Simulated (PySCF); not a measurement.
Compound: C₇H₆BF₂N.
InChI=1S/C7H6BF2N/c1-3-6-4-5-7(8(9)10)11(6)2/h1,4-5H,2H3

Method used: PBE0-D3(BJ)/def2-SVP geometry optimisation, gas phase in PySCF.

Take the most abundant isotopes and a rigid rotor. 

Question: Give the principal moments of inertia and the rotational constants in MHz.

Answer: Ia = 201.32, Ib = 731.03, Ic = 929.13 u·Å²; 505379 MHz·u·Å²/I gives A = 2510, B = 691.3, C = 543.9 MHz.

Question: Classify the top.

Answer: An asymmetric top. Ray's parameter κ = (2B − A − C)/(A − C) = -0.850; −1 is the prolate and +1 the oblate limit.

Question: What does the inertial defect say?

Answer: Not planar: Δ = Ic − Ia − Ib = -3.23 u·Å². For a rigid frame Δ = −2 Σ m c², so Σ m c² = 1.61 u·Å² lies off the ab plane: 1.60 from hydrogen and 0.01 from heavier atoms. The atom farthest from that plane is 0.91 Å away.

Question: Give the coordinates in the principal-axis frame, origin at the centre of mass.

Answer: The sense of each axis is arbitrary; atoms in the order of the calculation.
```
atom  mass (u)   a (Å)   b (Å)   c (Å)
  C1    12.000  -4.052  -0.525   0.013
  C2    12.000  -2.916  -0.096   0.005
  C3    12.000  -1.596   0.416  -0.002
  C4    12.000  -1.173   1.749  -0.004
  C5    12.000   0.226   1.729  -0.009
  C6    12.000   0.644   0.394  -0.009
  B7    11.009   2.083  -0.118   0.000
  F8    18.998   3.098   0.731   0.013
  F9    18.998   2.389  -1.411   0.001
 N10    14.003  -0.490  -0.389  -0.005
 C11    12.000  -0.519  -1.833  -0.009
 H12     1.008  -5.060  -0.899   0.020
 H13     1.008  -1.834   2.612  -0.002
 H14     1.008   0.894   2.588  -0.012
 H15     1.008  -1.565  -2.162   0.012
 H16     1.008  -0.035  -2.230  -0.913
 H17     1.008   0.002  -2.234   0.870
```

Question: Where do the levels up to J = 2 lie, in cm⁻¹?

Answer: Above 0(0,0):
J = 1: 1(0,1) 0.0412, 1(1,1) 0.1019, 1(1,0) 0.1068
J = 2: 2(0,2) 0.1233, 2(1,2) 0.1794, 2(1,1) 0.1941, 2(2,1) 0.3761, 2(2,0) 0.3764

Question: Predict some low-J microwave lines.

Answer: The dipole components are |μa| = 2.09 D, |μb| = 1.11 D, |μc| = 0.01 D. Intensities carry the squares of the components, which stand as 1.00 : 0.28 : 0.00 (a : b : c). Some lines, for components of 0.1 D or more:

```
type  branch         J(Ka,Kc)    MHz  lower level (cm⁻¹)
   a       Q  3(1,2) ← 3(1,3)    884               0.295
   b       R  5(1,4) ← 4(2,3)   1546               0.664
   a       R  2(1,2) ← 1(1,1)   2323               0.102
   b       R  1(1,1) ← 0(0,0)   3054               0.000
   b       Q  5(1,4) ← 5(0,5)   3224               0.608
   a       R  3(1,2) ← 2(1,1)   3921               0.194
   a       R  4(3,2) ← 3(3,1)   4957               0.816
   a       R  5(1,5) ← 4(1,4)   5773               0.450
   a       R  5(3,2) ← 4(3,1)   6209               0.981
   b       Q  3(3,0) ← 3(2,1)   9426               0.501
   b       Q  3(3,1) ← 3(2,2)   9469               0.500
   b       R  3(3,0) ← 2(2,1)  13175               0.376
   b       R  5(3,2) ← 4(2,3)  15703               0.664
   b       R  5(4,2) ← 4(3,1)  19427               0.981
```

Stationary, but not proved a minimum. No vibrational averaging or centrifugal distortion is included, and the geometry carries the error of its method. A rigid rotor knows nothing of internal rotation, which can split or shift real lines. Quadrupole hyperfine structure (11B, 14N) is left out.

Shape of the structure used: `[CH:1]#[C:2][c:3]1[cH:4][cH:5][c:6]([B:7]([F:8])[F:9])[n:10]1[CH3:11]`: C5–C6–B7–F8 0°.
